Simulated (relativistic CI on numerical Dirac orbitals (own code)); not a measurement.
**Mg¹⁰⁺: sensitivity of the levels to the model**

Base calculation: Dirac-Coulomb-Breit CI, separate exchange-only KLI orbitals for each configuration, model QED, unscaled Slater integrals.

Configurations in the expansion: 1s2, 1s 2s, 1s 2p, 1s 3s, 1s 3p, 1s 3d, 1s 4s, 1s 4p, 1s 4d, 1s 4f, 1s 5s, 1s 5p, 1s 5d, 1s 5f, 1s 5g, 1s 6s, 1s 6p, 1s 6d. Levels of other configurations are missing.

Variants: (1) valence Slater integrals scaled by 0.9; (2) non-relativistic limit. Shifts of the energy above 1s2 1S_0, in eV, for the lowest level and the first level of each name with at least 55 % of one term (blank where a level changes its place among those of its configuration and J or its character, or is not in the variant):

| Level | Base | Δ(1) | Δ(2) |
| --- | --- | --- | --- |
| 1s2 1S_0 | 0.00 | 0.00 | 0.00 |
| 1s 2s 3S_1 | 1329.91 | +0.32 | -1.42 |
| 1s 2p 3P°_0 | 1341.84 | +0.24 | -1.70 |
| 1s 2p 3P°_1 | 1341.94 | +0.24 | -1.80 |
| 1s 2p 3P°_2 | 1342.38 | +0.24 | -2.24 |
| 1s 2s 1S_0 | 1342.70 | -0.96 | -1.62 |
| 1s 2p 1P°_1 | 1351.52 | -0.71 | -1.97 |
| 1s 3s 3S_1 | 1572.23 | +0.08 | -2.05 |
| 1s 3p 3P°_0 | 1575.51 | +0.07 | -2.13 |
| 1s 3p 3P°_1 | 1575.54 | +0.07 | -2.16 |
| 1s 3p 3P°_2 | 1575.67 | +0.07 | -2.29 |
| 1s 3s 1S_0 | 1575.69 | -0.25 | -2.11 |
| 1s 3d 3D_1 | 1577.42 | 0.00 | -2.29 |
| 1s 3d 3D_2 | 1577.43 | 0.00 | -2.30 |
| 1s 3d 3D_3 | 1577.48 | 0.00 | -2.35 |
| 1s 3d 1D_2 | 1577.57 | -0.01 | -2.33 |
| 1s 3p 1P°_1 | 1578.27 | -0.20 | -2.21 |
| 1s 4s 3S_1 | 1655.39 | +0.03 | -2.23 |
| 1s 4p 3P°_0 | 1656.73 | +0.03 | -2.26 |
| 1s 4p 3P°_1 | 1656.75 | +0.03 | -2.28 |
| 1s 4p 3P°_2 | 1656.80 | +0.03 | -2.33 |
| 1s 4s 1S_0 | 1656.82 | -0.10 | -2.26 |

At this charge energies of transitions that change n are usually good to better than 1 %, and those within a shell (Δn = 0) to a few per cent.

Ionisation energy from the two ground configurations alone: base 1760.5 eV. The NIST ASD value (theoretical) is 1761.8 eV.

LS names give the leading component of a level, which can be under half, so a name can repeat, a term be missing and a line seem to break the LS rules.
